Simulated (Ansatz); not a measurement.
Breaking the Mg1–H2 bond in HIMg (SMILES [MgH][I]) (multiplicity 1 held, fragments rigid). Energies count from the point at 1.682 Å.
Geometry at that point (charge 0, multiplicity 1):
```tsv
atom	x (Å)	y (Å)	z (Å)
Mg	0.0000	0.0000	-2.0283
H	0.0000	0.0000	-3.7107
I	0.0000	0.0000	0.5292
```

Restricted levels (R-, RO-) in cc, def2 and unpolarised 6-31G sets keep to the state of the molecule at rest. Unrestricted levels (U-) break spin symmetry where that is lower. Curves can end on different states.

Correlated levels freeze the cores. Filled d and f shells under p-block atoms count as core.

Run with Ansatz (Gaussian orbitals).  In def2 rows elements past Kr take small-core potentials, without spin–orbit coupling.

### Question
One of these levels gives 2.162 eV for the energy at R = 5.384 Å. Which one is it?
A) R-HF/def2-TZVPPD
B) U-HF/def2-TZVPPD
C) R-B3LYP/def2-TZVPPD
D) U-MP2/def2-TZVPPD

### Answer
B, U-HF/def2-TZVPPD. The others give 5.738 (R-HF/def2-TZVPPD), 4.363 (R-B3LYP/def2-TZVPPD), 2.847 (U-MP2/def2-TZVPPD)

Doubts at one or more of the structures used: a restricted determinant that unrestricted orbitals would lower (R-HF/def2-TZVPPD, R-B3LYP/def2-TZVPPD); a spin-contaminated determinant (U-HF/def2-TZVPPD, U-MP2/def2-TZVPPD).

Ansatz is a program for electronic structure.
